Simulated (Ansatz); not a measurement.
Na₃Pb. The state is a quartet with charge 0. Geometry PBE-D4/def2-TZVP; atoms count from 1.

```xyz
4

Na   -1.724    0.558   -0.902
Na    1.437   -0.259   -1.401
Na   -0.294   -1.748    0.983
Pb    0.581    1.449    1.319
```

In the def2 sets Pb takes a core potential; there is no spin–orbit coupling. At PBE0-D4/def2-TZVP a doublet of charge 0 lies 0.57 eV below the quartet, each at its own geometry. The structure comes from a short search, and lower isomers may exist.

Problem. Estimate the Mulliken populations from the PBE0/def2-TZVP orbitals of Ansatz.

Solution. 
```json
{"atom": "Na1", "charge (e)": "0.14", "spin (α − β)": "0.31"}
{"atom": "Na2", "charge (e)": "0.14", "spin (α − β)": "0.31"}
{"atom": "Na3", "charge (e)": "0.14", "spin (α − β)": "0.31"}
{"atom": "Pb4", "charge (e)": "-0.41", "spin (α − β)": "2.08"}
```
Mulliken values and Mayer orders depend strongly on the basis.

Problem. Where does the spin sit?

Solution. Summed by element: Na 0.92, Pb 2.08, of 3 unpaired in all. Largest on single atoms: Pb4 2.08, Na3 0.31, Na2 0.31.

Problem. And the Mayer bond orders between bonded heavy atoms (over 0.3)?

Solution. Na1–Na2 0.36 (3.30 Å); Na1–Na3 0.36 (3.30 Å); Na1–Pb4 0.48 (3.32 Å); Na2–Na3 0.36 (3.30 Å); Na2–Pb4 0.47 (3.32 Å); Na3–Pb4 0.47 (3.33 Å).
